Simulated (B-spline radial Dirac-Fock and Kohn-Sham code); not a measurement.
## 2s photoionisation of Al³⁺ near threshold

System: aluminum as Al³⁺, configuration [He] 2s2 2p6. The computed 2s threshold is 165.3 eV; without correlation, outer thresholds are uncertain by 1 to 2 eV.

The run's input, task.json:

```json
{"items": [{
  "Z": 13,
  "q": 3,
  "cfg": [[1, 0, 2], [2, 0, 2], [2, 1, 6]],
  "A": 27,
  "rrms": 3.061,
  "do": ["binding", "quiet", "photo", "scan"],
  "hv": [21.22, 100, 183.0, 354.0, 800, 1000, 1253.6, 1330.0, 1610.0, 2930.0, 3300.0, 5414.7, 9251.7, 10600.0, 15000, 114000.0]
}]}
```

Launch: `python xray_run.py task.json out`

Level of theory: a relativistic central-field model (Hartree-Slater potential of the initial state, Latter tail, multipole expansion of the photon field, Dirac-Fock thresholds); a B-spline atomic structure program. Interchannel coupling and autoionising resonances are not included, so magnitudes near threshold are approximate.

```tsv
kinetic energy (eV)	σ (Mb)	β
1.5	0.489	2.00
1.9	0.489	2.00
2.3	0.488	2.00
2.9	0.487	2.00
3.7	0.485	2.00
4.6	0.484	2.00
5.7	0.482	2.00
7.2	0.479	2.00
9.0	0.475	2.00
11.2	0.471	2.00
14.0	0.465	2.00
17.5	0.459	2.00
21.9	0.450	2.00
27.4	0.439	2.00
34.2	0.425	2.00
42.8	0.408	2.00
53.5	0.388	2.00
66.9	0.363	2.00
83.7	0.334	2.00
104.7	0.300	2.00
130.9	0.264	2.00
163.6	0.225	2.00
204.6	0.185	2.00
255.8	0.147	2.00
319.9	0.113	2.00
400.0	0.0839	2.00
```

The cross section shows no minimum in this range. It is largest at the lowest energy, 0.489 Mb. β stays at 2.00.
